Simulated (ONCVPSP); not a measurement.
**Transferability test, ONCV potential for zirconium**

| Property | Result |
| --- | --- |
| Element | Zr (Z = 40) |
| Generator | ONCVPSP 4.0.1 |
| Type | optimised norm-conserving Vanderbilt (ONCV) |
| Functional | LDA (Perdew-Zunger) |
| Relativity | scalar-relativistic |
| Frozen core | [Ar] 3d10 |
| Valence charge | 12 |
| Reference configuration | 4s2 4p6 4d2 5s1 (charge +1) |
| Partial waves | 4s+5s: rc 2.00 bohr, ncon 4, nbas 9, qcut 4.9 1/bohr, 2 projectors; 4p: rc 1.90 bohr, ncon 4, nbas 9, qcut 7.4 1/bohr, 2 projectors, debl 1.6 Ha; 4d: rc 2.70 bohr, ncon 4, nbas 9, qcut 6.4 1/bohr, 2 projectors, debl 1.6 Ha |
| Local potential | polynomial inside 1.60 bohr (lpopt 5, dvloc0 2 Ha) |
| Core correction | Teter function fitted to the true core (icmod 2), fcfact 0.65 |

Energies are relative to the spin-unpolarised reference configuration 4s2 4p6 4d2 5s1; without spin polarisation the order of configurations can differ from experiment.

(1) Give the all-electron excitation energy and the error of the potential for: 4s2 4p6 4d2 5s2; 4s2 4p6 4d2 5s0; 4s2 4p6 4d1 5s0; 4s2 4p6 4d1 5s2.

Results:

(1)

```json
{"valence configuration": "4s2 4p6 4d2 5s2", "charge": "0", "ΔE all-electron (eV)": "-7.352", "error AE − PS (meV)": "-0.3"}
{"valence configuration": "4s2 4p6 4d2 5s0", "charge": "+2", "ΔE all-electron (eV)": "13.241", "error AE − PS (meV)": "-4.6"}
{"valence configuration": "4s2 4p6 4d1 5s0", "charge": "+3", "ΔE all-electron (eV)": "36.062", "error AE − PS (meV)": "+14"}
{"valence configuration": "4s2 4p6 4d1 5s2", "charge": "+1", "ΔE all-electron (eV)": "0.470", "error AE − PS (meV)": "+7.0"}
```
